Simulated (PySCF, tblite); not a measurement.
Compound: C3H10O2Si2.
Geometry (GFN2-xTB, Å), atoms numbered from 1 in this order:
```xyz
17
C3H10O2Si2 angstrom
O      0.416    0.763   -0.351
C      0.627   -0.102    0.466
C     -0.458   -0.848    1.178
C     -1.731   -0.866    0.345
Si    -2.190    0.860   -0.344
O      1.854   -0.441    0.805
Si     3.156    0.338    0.104
H     -0.635   -0.315    2.118
H     -0.098   -1.849    1.431
H     -2.542   -1.259    0.956
H     -1.601   -1.561   -0.486
H     -1.799    1.911    0.593
H     -1.761    1.063   -1.720
H     -3.666    0.852   -0.362
H      4.206   -0.396    0.794
H      3.120    0.111   -1.335
H      3.095    1.753    0.447
```

Theory: CAM-B3LYP/def2-SVPD in PySCF (dipole) on a GFN2-xTB geometry, gas phase.

Masses are those of the commonest isotopes; rigid-rotor values at the optimised geometry. The values belong to one conformer with, in the numbering `[O:1]=[C:2]([CH2:3][CH2:4][SiH3:5])[O:6][SiH3:7]`, O1–C2–C3–C4 26°, C2–C3–C4–Si5 -48°, O1–C2–O6–Si7 0°.

(1) What are A, B and C (MHz)?

(2) What kind of rotor is it?

(3) What does the inertial defect say?

(4) Give the other two planar moments, Paa and Pbb, and the rms extents of the mass along the axes.

(5) Which types of transition are allowed, and where do some lines up to J = 3 fall?

(6) Estimate the classical rotational partition function at 10 K, 25 K and 298.15 K.

## Answers

(1) Ia = 110.72, Ib = 582.48, Ic = 667.03 u·Å²; 505379 MHz·u·Å²/I gives A = 4564, B = 867.6, C = 757.7 MHz.

(2) A near-prolate asymmetric top: κ = (2 × 867.6 − 4564 − 757.7)/(4564 − 757.7) = -0.94.

(3) Not planar: Δ = Ic − Ia − Ib = -26.17 u·Å². For a rigid frame Δ = −2 Σ m c², so Σ m c² = 13.09 u·Å² lies off the ab plane: 9.94 from hydrogen and 3.15 from heavier atoms. The atom farthest from that plane is 1.49 Å away.

(4) Paa = Σ m a² = (Ib + Ic − Ia)/2 = 569.39 and Pbb = Σ m b² = (Ia + Ic − Ib)/2 = 97.64 u·Å². With the mass M = 134.02 u, the rms extents √(P/M) along a, b and c are 2.06, 0.85, 0.31 Å.

(5) The dipole components are |μa| = 1.93 D, |μb| = 1.83 D, |μc| = 0.01 D. Intensities carry the squares of the components, which stand as 1.00 : 0.91 : 0.00 (a : b : c). Some lines, for components of 0.1 D or more:

```json
{"type": "a", "branch": "Q", "J(Ka,Kc)": "3(1,2) ← 3(1,3)", "MHz": "660", "lower level (cm⁻¹)": "0.439"}
{"type": "b", "branch": "R", "J(Ka,Kc)": "3(0,3) ← 2(1,2)", "MHz": "1277", "lower level (cm⁻¹)": "0.282"}
{"type": "a", "branch": "R", "J(Ka,Kc)": "1(0,1) ← 0(0,0)", "MHz": "1625", "lower level (cm⁻¹)": "0.000"}
{"type": "a", "branch": "R", "J(Ka,Kc)": "2(1,2) ← 1(1,1)", "MHz": "3141", "lower level (cm⁻¹)": "0.178"}
{"type": "a", "branch": "R", "J(Ka,Kc)": "2(0,2) ← 1(0,1)", "MHz": "3248", "lower level (cm⁻¹)": "0.054"}
{"type": "a", "branch": "R", "J(Ka,Kc)": "2(1,1) ← 1(1,0)", "MHz": "3361", "lower level (cm⁻¹)": "0.181"}
{"type": "b", "branch": "Q", "J(Ka,Kc)": "2(1,1) ← 2(0,2)", "MHz": "3919", "lower level (cm⁻¹)": "0.163"}
{"type": "b", "branch": "Q", "J(Ka,Kc)": "3(1,2) ← 3(0,3)", "MHz": "4092", "lower level (cm⁻¹)": "0.325"}
{"type": "a", "branch": "R", "J(Ka,Kc)": "3(1,3) ← 2(1,2)", "MHz": "4709", "lower level (cm⁻¹)": "0.282"}
{"type": "a", "branch": "R", "J(Ka,Kc)": "3(0,3) ← 2(0,2)", "MHz": "4866", "lower level (cm⁻¹)": "0.163"}
{"type": "a", "branch": "R", "J(Ka,Kc)": "3(2,1) ← 2(2,0)", "MHz": "4886", "lower level (cm⁻¹)": "0.663"}
{"type": "b", "branch": "R", "J(Ka,Kc)": "2(1,2) ← 1(0,1)", "MHz": "6837", "lower level (cm⁻¹)": "0.054"}
{"type": "b", "branch": "R", "J(Ka,Kc)": "3(1,3) ← 2(0,2)", "MHz": "8299", "lower level (cm⁻¹)": "0.163"}
{"type": "b", "branch": "Q", "J(Ka,Kc)": "3(2,1) ← 3(1,2)", "MHz": "10939", "lower level (cm⁻¹)": "0.461"}
{"type": "b", "branch": "Q", "J(Ka,Kc)": "2(2,0) ← 2(1,1)", "MHz": "11093", "lower level (cm⁻¹)": "0.293"}
{"type": "b", "branch": "Q", "J(Ka,Kc)": "2(2,1) ← 2(1,2)", "MHz": "11420", "lower level (cm⁻¹)": "0.282"}
{"type": "b", "branch": "Q", "J(Ka,Kc)": "3(2,2) ← 3(1,3)", "MHz": "11587", "lower level (cm⁻¹)": "0.439"}
{"type": "b", "branch": "R", "J(Ka,Kc)": "2(2,1) ← 1(1,0)", "MHz": "14451", "lower level (cm⁻¹)": "0.181"}
{"type": "b", "branch": "R", "J(Ka,Kc)": "2(2,0) ← 1(1,1)", "MHz": "14563", "lower level (cm⁻¹)": "0.178"}
{"type": "b", "branch": "R", "J(Ka,Kc)": "3(2,2) ← 2(1,1)", "MHz": "15966", "lower level (cm⁻¹)": "0.293"}
{"type": "b", "branch": "R", "J(Ka,Kc)": "3(2,1) ← 2(1,2)", "MHz": "16308", "lower level (cm⁻¹)": "0.282"}
{"type": "b", "branch": "Q", "J(Ka,Kc)": "3(3,0) ← 3(2,1)", "MHz": "18748", "lower level (cm⁻¹)": "0.826"}
{"type": "b", "branch": "Q", "J(Ka,Kc)": "3(3,1) ← 3(2,2)", "MHz": "18760", "lower level (cm⁻¹)": "0.826"}
{"type": "b", "branch": "R", "J(Ka,Kc)": "3(3,1) ← 2(2,0)", "MHz": "23633", "lower level (cm⁻¹)": "0.663"}
{"type": "b", "branch": "R", "J(Ka,Kc)": "3(3,0) ← 2(2,1)", "MHz": "23636", "lower level (cm⁻¹)": "0.663"}
```

(6) Point group C1, symmetry number σ = 1; q = (√π/σ)·√((kT/h)³/(ABC)), k/h = 20836.6 MHz/K: 3080 at 10 K, 12200 at 25 K, 501000 at 298.15 K.

Its GFN2-xTB frequencies are all real (lowest 40 cm⁻¹). Constants of a rigid frame at the computed geometry: no zero-point averaging, no centrifugal distortion. A rigid rotor knows nothing of internal rotation, which can split or shift real lines.

On one thread of an Intel Xeon Platinum 8259CL at 2.50 GHz, on a shared host, this took 64 s wall and 1.0 GiB of memory at its peak. This is the CAM-B3LYP/def2-SVPD job that gave the dipole, with the excitations it also computed.
